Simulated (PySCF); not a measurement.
**Dipole moment and polarisability of `C[SiH2]C#C[Si@@](C)(F)Cl`**

Compound: C₄H₈ClFSi₂.
Structure used (GFN2-xTB), in Å, numbered top down from 1:
```
atom  x, y, z in Å
C1     3.5054    0.5927   -0.1805
Si2    2.3567   -0.8843    0.1315
C3     0.6055   -0.2652    0.0877
C4    -0.5297    0.1546    0.0658
Si5   -2.2710    0.7647    0.0163
C6    -3.5386   -0.6178    0.2581
F7    -2.4406    1.8005    1.2491
Cl8   -2.6033    1.8438   -1.6549
H9     4.5483    0.2871   -0.1800
H10    3.3844    1.3541    0.5853
H11    3.2981    1.0573   -1.1408
H12    2.5892   -1.4677    1.4579
H13    2.4922   -1.8953   -0.9246
H14   -3.3716   -1.1308    1.2008
H15   -3.4790   -1.3574   -0.5346
H16   -4.5535   -0.2273    0.2694
```

Level: CAM-B3LYP/def2-SVPD (PySCF), static field, nuclei fixed, core orbitals frozen in the response. The polarisability tensor in these axes (au):

```
x   142.90  -8.62   2.33
y    -8.62 100.79  -7.50
z     2.33  -7.50  92.23
```

What are the eigenvalues, a third of the trace, and Δα (Δα² = ½Σ(αi − αj)² over the three pairs)?

Principal values 87.77, 103.28 and 144.87 au; mean 111.97 au = 16.59 Å³ = 18.46 × 10⁻⁴⁰ C²·m²/J; Δα = 51.14 au (46 % of the mean).

What is the dipole moment, and where does it point?

(1.13, -1.92, -0.28) D, 2.25 D in size, pointing from the negative to the positive side. Measured along this direction, the outermost atoms are F7 at the negative end and H13 at the positive end.

What depolarisation ratio follows for Rayleigh scattering of linearly polarised light, taking the static tensor?

ρ = 3Δα²/(45ᾱ² + 4Δα²) = 7844.7/(564211 + 10459.6) = 0.0137.

Form Σ f/ω² (atomic units) for the 8 lowest TDDFT singlets, given as eV and f, and set it beside the mean polarisability, which is this sum over all singlets: 5.62, 0.0002; 5.87, 0.0023; 5.89, 0.0021; 7.73, 0.5214; 7.84, 0.5204; 8.00, 0.0188; 8.01, 0.0978; 8.04, 0.2256.

They add up to 16.76 au, 15.0 % of the 111.97 au; the largest single term is 6.46 au, from the state at 7.73 eV. Terms in order: 0.00, 0.05, 0.04, 6.46, 6.27, 0.22, 1.13, 2.58 au. Higher excitations give the rest. The strengths listed sum to 1.389.

Find the Langevin capture rate constant for H3+ (3.023 u) meeting this molecule (165.984 u), k = 2.342 × 10⁻⁹ cm³/s × √(α in Å³ / reduced mass in u).

The reduced mass is 2.97 u, so k = 5.54 × 10⁻⁹ cm³/s. The formula leaves out the permanent dipole, which adds to the capture rate.

Traceless (Buckingham) quadrupole moment about the centre of nuclear charge: eigenvalues?

-9.34, -4.70, 14.05 D·Å. The values depend on the origin, since the dipole doesn't vanish. The electronic extent ⟨r²⟩ about the same centre is 2648 bohr², a root-mean-square distance of 2.94 Å for the 86 electrons.

What molar refraction does this α imply?

Lorentz–Lorenz: R = (4π/3)N_A α = 2.5225 cm³/(mol·Å³) × 16.59 Å³ = 41.9 cm³/mol, in the limit of long wavelengths.

Isolated species at its GFN2-xTB geometry, gas phase.

The run behind these numbers computed excited states as well. On one thread, Arm Neoverse N1 (aarch64), no GPU, on a shared host, this took 2.2 min and 1.2 GiB of memory at its peak.
